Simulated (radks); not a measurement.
Neutral potassium inside a hard spherical wall (all orbitals vanish at R), configuration held at [Ar] 4s1 and not refilled when levels cross. Calculated with a radial shooting solver on a logarithmic mesh with Libxc functionals: non-relativistic Kohn-Sham, LDA (Slater exchange, VWN5 correlation), spin-polarised, spherical densities, point nucleus; open shells are filled with parallel spins first. Eigenvalues in eV for spin up, with the zero of energy where the potential of the charges vanishes at infinity; a dash marks a level that is unbound or too diffuse for the functional's potential to be trusted. A positive occupied level is held by the wall or, in an anion where self-interaction has pushed it up, behind a barrier. The pressure on the wall is -dE/dV.

| R (bohr) | E (hartree) | kinetic (hartree) | e(2p) | e(3s) | e(3p) | e(4s) | e(4p, empty) | e(5s, empty) | pressure (GPa) |
|---|---|---|---|---|---|---|---|---|---|
| free | -598.20603 | 597.180 | -279.76 | -34.826 | -18.836 | -2.618 | -0.974 | -0.070 | 0 |
| 10 | -598.20207 | 597.206 | -279.48 | -34.549 | -18.564 | -2.381 | -0.415 | 3.261 | 0.0706 |
| 6 | -598.12503 | 597.480 | -277.80 | -33.003 | -17.071 | 0.430 | 4.027 | 18.311 | 4.18 |
| 5 | -598.01931 | 597.816 | -276.54 | -31.950 | -16.059 | 3.712 | 8.531 | 31.583 | 15.6 |
| 3 | -596.43182 | 603.217 | -263.27 | -22.903 | -6.561 | 39.383 | 49.556 | 133.82 | 680 |
| 2.5 | -594.26336 | 610.200 | -249.83 | -13.594 | 3.724 | 75.904 | 87.670 | 219.77 | 2550 |
| 2 | -588.15420 | 627.816 | -222.64 | 8.843 | 28.226 | 158.73 | 170.14 | 397.39 | 11900 |
| 1.5 | -567.65207 | 678.783 | -165.79 | 76.968 | 98.825 | 378.43 | 378.65 | 830.46 | 77900 |
